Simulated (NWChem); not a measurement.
Species: C3H7BO; SMILES CB(C)C=O

```xyz
12

C      1.3909    -1.1126    -0.0933
B     -0.0012    -0.4233     0.1415
C     -1.3774    -1.1388    -0.1044
C     -0.0044     1.1146     0.5317
O     -0.0152     1.8956    -0.4186
H      2.1809    -0.8167     0.6272
H      1.3462    -2.2166    -0.1751
H      1.7344    -0.7262    -1.0830
H     -2.1683    -0.4608    -0.4838
H     -1.3122    -2.0407    -0.7454
H     -1.7293    -1.4842     0.8979
H      0.0216     1.5177     1.5991
```
Atoms are numbered in this order, from 1.

Computed with NWChem. Pople sets run with spherical d functions. Geometry: optimised at PBE-D3(BJ)/def2-SVP. Total energies compare along this basis series because the functional is fixed.

```json
[
 {"level": "PBE0/STO-3G", "basis functions": "32", "energy (Ha)": "-215.5731", "highest occupied level (eV)": "-3.70", "orbital gap (eV)": "5.61", "dipole (D)": "1.55"},
 {"level": "PBE0/3-21G", "basis functions": "59", "energy (Ha)": "-217.1218", "highest occupied level (eV)": "[?]", "orbital gap (eV)": "[?]", "dipole (D)": "[?]"},
 {"level": "PBE0/6-31G*", "basis functions": "84", "energy (Ha)": "-218.3186", "highest occupied level (eV)": "-6.56", "orbital gap (eV)": "5.88", "dipole (D)": "2.62"},
 {"level": "PBE0/6-31+G*", "basis functions": "104", "energy (Ha)": "-218.3291", "highest occupied level (eV)": "-6.90", "orbital gap (eV)": "5.82", "dipole (D)": "2.89"},
 {"level": "PBE0/6-311G**", "basis functions": "132", "energy (Ha)": "-218.3812", "highest occupied level (eV)": "-6.75", "orbital gap (eV)": "5.82", "dipole (D)": "2.65"},
 {"level": "PBE0/6-311++G**", "basis functions": "159", "energy (Ha)": "-218.3865", "highest occupied level (eV)": "-6.92", "orbital gap (eV)": "5.77", "dipole (D)": "2.89"}
]
```

Problem. What belongs in the gaps?

Solution. 
- PBE0/3-21G, highest occupied level (eV): -6.36
- PBE0/3-21G, orbital gap (eV): 5.70
- PBE0/3-21G, dipole (D): 2.50
